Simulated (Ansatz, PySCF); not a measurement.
Reaction (SMILES): F[C](Cl)Cl → F[C-](Cl)Cl (an electron is taken up)
Each molecule is optimised on its own at B3LYP-D3(BJ)/def2-TZVP (Ansatz, a quantum-chemistry and plane-wave program).
Geometry of the first species:
```
C
F 1 1.3289
Cl 1 1.7235 2 113.28
Cl 1 1.7235 2 113.28 3 137.42
```
Charge 0, spin multiplicity 2.

Property: adiabatic electron affinity (0 K, with B3LYP-D3(BJ) harmonic zero-point energies from PySCF), positive where the reaction releases energy, in eV. Cores are frozen in the correlated levels unless marked. Open shells are spin-unrestricted. No spin-orbit coupling. Non-relativistic. Anions need diffuse functions: aug- sets have them; def2-D sets add few; the other sets have none. Basis-set limits of correlation are two-point, X^-3; Hartree-Fock from the larger set. The bracket is a focal-point correction in the basis named.

```csv
level,program,adiabatic electron affinity (eV)
HF/cc-pVTZ,Ansatz,0.71
r2SCAN-D3(BJ)/def2-TZVPD,Ansatz + dftd3,1.94
HSE06-D3(BJ)/def2-TZVPD,Ansatz + dftd3,1.82
CAM-B3LYP-D4/def2-TZVPD,Ansatz + dftd4,1.97
```

**Question.** What does RI-MP2/CBS(aug-cc-pV(T+d)Z,aug-cc-pV(Q+d)Z)+[CCSD(T)-MP2]/aug-cc-pV(D+d)Z (Ansatz) give?

**Answer.** 2.11 eV
